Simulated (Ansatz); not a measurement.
Basis-set extrapolation for C2H6FNSi (`C/C(F)=N/[SiH3]`) (PBE0-D4/def2-TZVP geometry, frozen core, Ansatz). Multiplicity 1, RHF reference.

```
                      def2-TZVPP   def2-QZVPP
                 HF  -522.174602  -522.194214
    MP2 correlation    -0.901203    -0.969794
CCSD(T) correlation    -0.975939      not run
```

Energies in hartree. Use E(X) = E(∞) + A·exp(−7.88·√X) for Hartree–Fock and E(X) = E(∞) + B·X^(−2.97) for correlation, with X = 3 and 4, and add CCSD(T) minus MP2 of the smaller set to the MP2 limit.

Problem. What is the CCSD(T) energy at the basis-set limit?

Solution. HF limit: -522.194214 + (-0.019612) × 0.13774 = -522.19692. MP2 limit: -0.969794 + (-0.068591) × 0.74074 = -1.02060. Higher-order term: -0.975939 − (-0.901203) = -0.07474. Total: -523.29226 hartree, 372.1 kJ/mol below CCSD(T)/def2-TZVPP.
